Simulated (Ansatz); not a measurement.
Z-matrix (Å, degrees):
```
Si
Si 1 2.351
O 1 1.655 2 112.0
H 1 1.490 2 109.3 3 123.8
H 1 1.485 2 109.8 3 -116.9
C 2 1.903 1 110.7 3 176.8
H 2 1.491 1 110.7 3 -62.0
H 2 1.491 1 111.0 3 58.0
H 3 0.958 1 117.5 2 65.4
F 6 1.392 2 110.2 1 53.8
H 6 1.095 2 111.5 1 173.8
H 6 1.095 2 111.0 1 -66.0
```

The species carries charge 0 and has multiplicity 1.

(1) List the PBE0/def2-TZVPP orbital energies in eV (Ansatz). (Estimate.)

Answers

(1) Ansatz gave: Occupied: -1803.05, -1802.47, -673.69, -522.86, -280.10, -145.31, -144.85, -99.99, -99.96, -99.95, -99.51, -99.50, -99.49, -33.36, -28.26, -19.64, -16.16, -14.94, -13.93, -13.79, -12.94, -12.32, -10.97, -10.51, -10.12, -9.78, -9.17, -8.80, -7.77. Lowest empty: -0.65, 0.43, 0.79, 1.05, 1.49, 1.81, 2.00, 2.28.
